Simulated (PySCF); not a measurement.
# Structure from NMR data

The spectra below were simulated for a compound C₅H₇NOSi₂.

1H NMR (500 MHz, computed): δ 7.32 (d, 1H), 7.00 (d, 1H), 5.53 (m, 1H), 5.27 (m, 1H), 5.07 (m, 1H), 4.97 (d, 1H), 1.99 (d, 1H).

13C{1H} NMR (computed): δ 176.5 (C), 144.3 (CH2), 106.8 (CH), 101.5 (CH), 90.6 (C).

- PBE0/pcSseg-1 with gauge-including orbitals
- geometry from GFN2-xTB
- program: PySCF 2.14.0 with density-fitted response routines
- single conformer, no solvent, non-relativistic Hamiltonian

References, each an isolated molecule treated in the same way: TMS for 1H, 13C.

Problem. Which of these isomers gave the spectra?
A. C#C[Si@H]1C=C(N=C)[SiH2]O1
B. C#CC#C[Si@@H](C=O)[SiH2]N
C. N#CC1=C[Si@@H](O[SiH3])C=C1

Solution. A. 

The formula gives 5 degrees of unsaturation (1 ring in the answer). 5 carbon signals for 5 carbons: no two carbons are equivalent. Carbon types of the structure: 2 × C, 2 × CH, 1 × CH2, leaving 3 H on heteroatoms. δC 176.5: fully substituted alkene carbon. δC 144.3: C=N carbon. δC 106.8: alkene CH; the olefinic region. δC 101.5: terminal alkyne carbon; the triple bond shields along its axis, which puts it between sp3 and sp2 carbons. δC 90.6: alkyne carbon; the triple bond shields along its axis, which puts it between sp3 and sp2 carbons.

The others: C#CC#C[Si@@H](C=O)[SiH2]N would give 5 signals for carbon-bound and other non-exchanging H, not 7; N#CC1=C[Si@@H](O[SiH3])C=C1 would give 5 signals for carbon-bound and other non-exchanging H, not 7.

Shifts are as computed. Against solution values, carbons near 30 ppm lie about +3 ppm off and those near 130 ppm about +5 ppm. Of 1309 compounds with measured shifts, 239 miss one by over three times the rms of a fit or turn the order of signals round; such compounds aren't used in these exercises. Multiplicities follow the n + 1 count of equivalent neighbours, as no J values were calculated; m marks all less simple cases, F and P coupling included.
